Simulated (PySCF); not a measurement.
Job file and geometry (Å, from GFN2-xTB) of an NMR shielding run on `C1CC(N2[SiH2]CC[SiH2]2)C1`, C6H15NSi2, GIAO PBE0/pcSseg-1 NMR shielding, non-relativistic, gas phase in PySCF 2.14.0, density-fitted response routines; density fitting, a coarse starting grid and PySCF grid level 2 are the driver's defaults:

```
$ OMP_NUM_THREADS=1 python probes_run.py task.json out

{"job": {"kind": "nmr", "xc": "PBE0", "basis": "pcSseg-1"}, "charge": 0, "multiplicity": 1}
C     -3.134521    -0.239489     0.249249
C     -1.996005    -0.329742     1.274803
C     -1.135407     0.552672     0.353573
N      0.239942     0.189343     0.161049
Si     1.040903     0.463874    -1.357311
C      2.830079     0.238733    -0.763381
C      2.824851    -0.640979     0.489738
Si     1.259801    -0.260047     1.493644
C     -2.123050     0.263823    -0.789897
H     -3.645862    -1.170168     0.013602
H     -3.872971     0.515770     0.511330
H     -2.189993     0.053550     2.274082
H     -1.590409    -1.335097     1.347177
H     -1.202255     1.605113     0.661418
H      0.644262    -0.530800    -2.365382
H      0.768548     1.813478    -1.867286
H      3.474653    -0.183917    -1.533581
H      3.250020     1.214075    -0.514425
H      3.736721    -0.501132     1.069713
H      2.810981    -1.689500     0.189980
H      1.429601     0.849461     2.445058
H      0.746342    -1.433849     2.208152
H     -1.760138    -0.535912    -1.429695
H     -2.417828     1.110507    -1.405488
```

Question: Write the output of this run.

Answer: 
```
coarse grid: 20128 points
cycle   1  E = -870.6368445007  dE =  1.071e+00  |g| = 5.628e-01  |ddm| = 4.469e+00
cycle   2  E = -870.5783086312  dE =  5.854e-02  |g| = 7.524e-01  |ddm| = 1.317e+00
cycle   3  E = -870.7137694279  dE = -1.355e-01  |g| = 8.687e-02  |ddm| = 8.695e-01
cycle   4  E = -870.7150203504  dE = -1.251e-03  |g| = 4.357e-02  |ddm| = 1.318e-01
cycle   5  E = -870.7154531533  dE = -4.328e-04  |g| = 6.909e-03  |ddm| = 4.553e-02
cycle   6  E = -870.7154625098  dE = -9.357e-06  |g| = 2.094e-03  |ddm| = 9.161e-03
final grid: 182672 points
cycle   7  E = -870.7676497965  dE = -4.790e-05  |g| = 1.006e-02  |ddm| = 3.894e-02
cycle   8  E = -870.7676318017  dE =  1.799e-05  |g| = 1.315e-02  |ddm| = 2.262e-02
cycle   9  E = -870.7676760923  dE = -4.429e-05  |g| = 8.932e-04  |ddm| = 1.318e-02
cycle  10  E = -870.7676762199  dE = -1.276e-07  |g| = 4.367e-04  |ddm| = 1.236e-03
cycle  11  E = -870.7676762594  dE = -3.950e-08  |g| = 5.056e-05  |ddm| = 4.272e-04
cycle  12  E = -870.7676762598  dE = -4.368e-10  |g| = 2.382e-05  |ddm| = 8.255e-05
converged SCF energy = -870.7676762598

GIAO shielding tensors (ppm)
atom      isotropic    diamagn.    paramagn.     s11        s22        s33       span
  0 C      173.072     253.336     -80.264    161.555    174.534    183.127     21.572
  1 C      154.624     250.852     -96.228    141.527    144.378    177.968     36.441
  2 C      136.405     238.784    -102.379    120.827    126.701    161.687     40.860
  3 N      221.725     330.485    -108.760    181.977    204.772    278.424     96.447
  4 Si     375.681     881.972    -506.291    330.554    363.900    432.589    102.035
  5 C      179.305     253.881     -74.576    164.282    178.414    195.218     30.937
  6 C      179.133     253.907     -74.774    165.253    178.937    193.209     27.955
  7 Si     376.839     881.908    -505.069    331.948    363.818    434.751    102.803
  8 C      156.540     250.278     -93.737    143.646    145.538    180.437     36.791
  9 H       29.881      29.158       0.723     25.792     26.651     37.199     11.406
 10 H       29.894      29.745       0.149     26.757     26.831     36.093      9.336
 11 H       29.494      30.709      -1.215     25.491     27.640     35.352      9.860
 12 H       29.571      32.274      -2.703     25.883     30.114     32.715      6.832
 13 H       27.720      31.105      -3.385     22.821     28.130     32.210      9.389
 14 H       26.752      31.202      -4.449     22.550     25.470     32.238      9.689
 15 H       26.965      30.838      -3.873     23.300     25.181     32.414      9.115
 16 H       30.526      29.680       0.846     25.219     27.676     38.683     13.464
 17 H       30.648      31.135      -0.487     25.922     27.980     38.041     12.119
 18 H       30.582      29.235       1.347     25.135     27.769     38.840     13.705
 19 H       30.581      31.951      -1.370     26.153     27.908     37.682     11.529
 20 H       27.010      30.625      -3.615     23.276     24.553     33.201      9.925
 21 H       26.820      30.892      -4.073     22.825     26.021     31.613      8.789
 22 H       29.533      32.287      -2.754     25.784     30.182     32.635      6.850
 23 H       29.491      30.824      -1.333     25.463     27.646     35.364      9.902
```

Question: Turn these shieldings into chemical shifts. δ = σ(ref) − σ, references computed at the same level: ¹³C (186.93 ppm), ²⁹Si (349.16 ppm), ¹H (31.72 ppm) against TMS; NH3 for ¹⁵N (267.73 ppm).

Answer: Averaging equivalent atoms: C 2: 50.5; C 1/8: 31.3; C 0: 13.9; C 5/6: 7.7; N 3: 46.0; Si 4/7: -27.1; H 14/15/20/21: 4.83; H 13: 4.00; H 11/23: 2.22; H 12/22: 2.16; H 9: 1.84; H 10: 1.82; H 16/17/18/19: 1.13 ppm. Experimental scales use liquid or dissolved standards, which lie at an offset from isolated NH3 (liquid NH3: subtract about 20 ppm).

Size and cost of the density-fitted run: 242 basis functions, 78 s wall time on 1 thread of an Arm Neoverse V1, shared host; peak memory 1.1 GiB.
